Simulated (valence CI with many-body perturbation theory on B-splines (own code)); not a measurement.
# Yb62+: electric-dipole lines

Method: relativistic CI+MBPT: six valence electrons over a frozen Dirac-Fock core [He], a basis of 9 s, 9 p, 8 d, 6 f, 3 g, 1 h functions for each j, with the one-electron correlation potential Σ1 (screened to all orders), the two-electron term Σ2, the three-electron term Σ3, Breit, model QED; selected single and double excitations, second order for the rest, scaled by the run's own slope (own B-spline code, finite nucleus).

No measured spectrum was set against this ion. As an estimate, large intervals hold to a few tenths of a per cent, small ones and those within an open d or f shell to about a per cent. Among the levels kept, up to 2100 cm⁻¹ of a level comes from second order outside the variational space, and about a tenth of that is noise between levels of different J, which matters for small intervals.

Lines 151 to 192 of 192 in falling wavelength, among levels below 9306.4 eV, chosen from the strongest by gf and those to the six lowest levels. Wavelengths and rates use the calculated energies. Electric multipoles are in the length gauge with retardation, E1 and E2 with the static RPA response of the core. Weak lines are less certain than strong ones. Lines between different terms over intervals too small for the method are left out, as are lines whose strength nearly cancels. Where a level lies close to another of its J and parity, the split of strength between their lines is uncertain. The highest levels of a list are the least certain.

Levels are named by their leading jj configuration (3d3/2^4 stands for four electrons in 3d with j = 3/2), which in mixed levels can hold well under half, so a name can repeat and another be missing. Letters in brackets count levels of one name in rising energy.

| λ vac (nm) | Upper | Lower | A (s⁻¹) | S (a.u.) |
| --- | --- | --- | --- | --- |
| 0.1608 | (2s^2 2p1/2 2p3/2^2 3s) J=2 [b] | (2s^2 2p1/2 2p3/2^3) J=2 | 1.56e+14 | 1.61e-03 |
| 0.1608 | (2s^2 2p1/2^2 2p3/2 3s) J=2 | (2s^2 2p1/2^2 2p3/2^2) J=2 | 8.56e+13 | 8.77e-04 |
| 0.1606 | (2s^2 2p1/2^2 2p3/2 3s) J=1 | (2s^2 2p1/2^2 2p3/2^2) J=2 | 1.43e+14 | 8.75e-04 |
| 0.1605 | (2s^2 2p1/2 2p3/2^2 3p3/2) J=1 [b] | (2s 2p1/2^2 2p3/2^3) J=1 | 1.74e+13 | 1.07e-04 |
| 0.1604 | (2s^2 2p1/2 2p3/2^2 3s) J=2 [b] | (2s^2 2p1/2 2p3/2^3) J=1 | 2.21e+13 | 2.25e-04 |
| 0.1604 | (2s^2 2p1/2 2p3/2^2 3p3/2) J=2 [b] | (2s 2p1/2^2 2p3/2^3) J=1 | 5.73e+10 | 5.83e-07 |
| 0.1602 | (2s 2p1/2^2 2p3/2^2 3s) J=1 [a] | (2s 2p1/2^2 2p3/2^3) J=2 | 5.49e+13 | 3.34e-04 |
| 0.1602 | (2s^2 2p1/2 2p3/2^2 3p3/2) J=2 [a] | (2s 2p1/2^2 2p3/2^3) J=2 | 4.96e+11 | 5.04e-06 |
| 0.1602 | (2s 2p1/2^2 2p3/2^2 3s) J=1 [b] | (2s 2p1/2^2 2p3/2^3) J=2 | 3.98e+13 | 2.42e-04 |
| 0.1601 | (2s^2 2p1/2 2p3/2^2 3p3/2) J=3 [a] | (2s 2p1/2^2 2p3/2^3) J=2 | 5.03e+11 | 7.14e-06 |
| 0.1600 | (2s^2 2p1/2 2p3/2^2 3p3/2) J=2 [c] | (2s 2p1/2^2 2p3/2^3) J=1 | 1.49e+11 | 1.50e-06 |
| 0.1599 | (2s^2 2p1/2 2p3/2^2 3p3/2) J=1 [c] | (2s 2p1/2^2 2p3/2^3) J=1 | 2.72e+09 | 1.65e-08 |
| 0.1599 | (2s^2 2p1/2 2p3/2^2 3s) J=1 [b] | (2s^2 2p1/2 2p3/2^3) J=2 | 7.31e+13 | 4.42e-04 |
| 0.1597 | (2s 2p1/2^2 2p3/2^2 3s) J=2 [b] | (2s 2p1/2^2 2p3/2^3) J=2 | 8.25e+12 | 8.30e-05 |
| 0.1597 | (2s^2 2p1/2 2p3/2^2 3p3/2) J=1 [a] | (2s 2p1/2^2 2p3/2^3) J=2 | 1.10e+13 | 6.62e-05 |
| 0.1596 | (2s^2 2p1/2 2p3/2^2 3p3/2) J=3 [b] | (2s 2p1/2^2 2p3/2^3) J=2 | 3.95e+11 | 5.56e-06 |
| 0.1596 | (2s^2 2p1/2 2p3/2^2 3s) J=0 | (2s^2 2p1/2 2p3/2^3) J=1 | 8.96e+13 | 1.80e-04 |
| 0.1595 | (2s^2 2p1/2 2p3/2^2 3s) J=1 [b] | (2s^2 2p1/2 2p3/2^3) J=1 | 1.46e+13 | 8.78e-05 |
| 0.1589 | (2s^2 2p1/2 2p3/2^2 3p3/2) J=1 [b] | (2s 2p1/2^2 2p3/2^3) J=2 | 5.44e+11 | 3.23e-06 |
| 0.1588 | (2s^2 2p1/2 2p3/2^2 3p3/2) J=2 [b] | (2s 2p1/2^2 2p3/2^3) J=2 | 6.44e+11 | 6.36e-06 |
| 0.1584 | (2s^2 2p1/2 2p3/2^2 3p3/2) J=2 [c] | (2s 2p1/2^2 2p3/2^3) J=2 | 9.83e+08 | 9.63e-09 |
| 0.1583 | (2s^2 2p1/2 2p3/2^2 3p3/2) J=1 [c] | (2s 2p1/2^2 2p3/2^3) J=2 | 4.13e+12 | 2.43e-05 |
| 0.1528 | (2s 2p1/2^2 2p3/2^2 3p1/2) J=2 | (2s^2 2p1/2 2p3/2^3) J=2 | 1.21e+11 | 1.06e-06 |
| 0.1528 | (2s 2p1/2^2 2p3/2^2 3p1/2) J=3 | (2s^2 2p1/2 2p3/2^3) J=2 | 3.14e+10 | 3.87e-07 |
| 0.1524 | (2s 2p1/2^2 2p3/2^2 3p1/2) J=2 | (2s^2 2p1/2 2p3/2^3) J=1 | 4.88e+11 | 4.26e-06 |
| 0.1512 | (2s^2 2p1/2^2 2p3/2 3d3/2) J=1 | (2s^2 2p1/2^2 2p3/2^2) J=0 | 1.01e+14 | 5.17e-04 |
| 0.1503 | (2s^2 2p1/2^2 2p3/2 3d3/2) J=2 | (2s^2 2p1/2^2 2p3/2^2) J=2 | 9.94e+13 | 8.33e-04 |
| 0.1502 | (2s^2 2p1/2^2 2p3/2 3d3/2) J=3 | (2s^2 2p1/2^2 2p3/2^2) J=2 | 1.71e+13 | 2.00e-04 |
| 0.1501 | (2s^2 2p1/2^2 2p3/2 3d3/2) J=1 | (2s^2 2p1/2^2 2p3/2^2) J=2 | 2.14e+14 | 1.07e-03 |
| 0.1492 | (2s^2 2p1/2^2 2p3/2 3d5/2) J=1 | (2s^2 2p1/2^2 2p3/2^2) J=0 | 1.11e+15 | 5.47e-03 |
| 0.1487 | (2s^2 2p1/2^2 2p3/2 3d5/2) J=2 | (2s^2 2p1/2^2 2p3/2^2) J=2 | 8.11e+14 | 6.58e-03 |
| 0.1484 | (2s^2 2p1/2^2 2p3/2 3d5/2) J=3 | (2s^2 2p1/2^2 2p3/2^2) J=2 | 1.81e+15 | 2.04e-02 |
| 0.1482 | (2s^2 2p1/2^2 2p3/2 3d5/2) J=1 | (2s^2 2p1/2^2 2p3/2^2) J=2 | 9.54e+13 | 4.60e-04 |
| 0.1420 | (2s^2 2p1/2 2p3/2^2 3s) J=1 [a] | (2s^2 2p1/2^2 2p3/2^2) J=0 | 2.33e+11 | 9.87e-07 |
| 0.1412 | (2s^2 2p1/2 2p3/2^2 3s) J=2 [a] | (2s^2 2p1/2^2 2p3/2^2) J=2 | 1.89e+13 | 1.31e-04 |
| 0.1411 | (2s^2 2p1/2 2p3/2^2 3s) J=1 [a] | (2s^2 2p1/2^2 2p3/2^2) J=2 | 3.95e+13 | 1.64e-04 |
| 0.1409 | (2s^2 2p1/2 2p3/2^2 3s) J=1 [b] | (2s^2 2p1/2^2 2p3/2^2) J=0 | 3.58e+13 | 1.48e-04 |
| 0.1408 | (2s^2 2p1/2 2p3/2^2 3s) J=3 | (2s^2 2p1/2^2 2p3/2^2) J=2 | 3.25e+13 | 3.14e-04 |
| 0.1407 | (2s^2 2p1/2 2p3/2^2 3s) J=2 [b] | (2s^2 2p1/2^2 2p3/2^2) J=2 | 1.79e+13 | 1.23e-04 |
| 0.1400 | (2s^2 2p1/2 2p3/2^2 3s) J=1 [b] | (2s^2 2p1/2^2 2p3/2^2) J=2 | 2.70e+11 | 1.10e-06 |
| 0.1345 | (2s 2p1/2^2 2p3/2^2 3p1/2) J=2 | (2s^2 2p1/2^2 2p3/2^2) J=2 | 1.77e+14 | 1.06e-03 |
| 0.1345 | (2s 2p1/2^2 2p3/2^2 3p1/2) J=3 | (2s^2 2p1/2^2 2p3/2^2) J=2 | 4.44e+14 | 3.73e-03 |
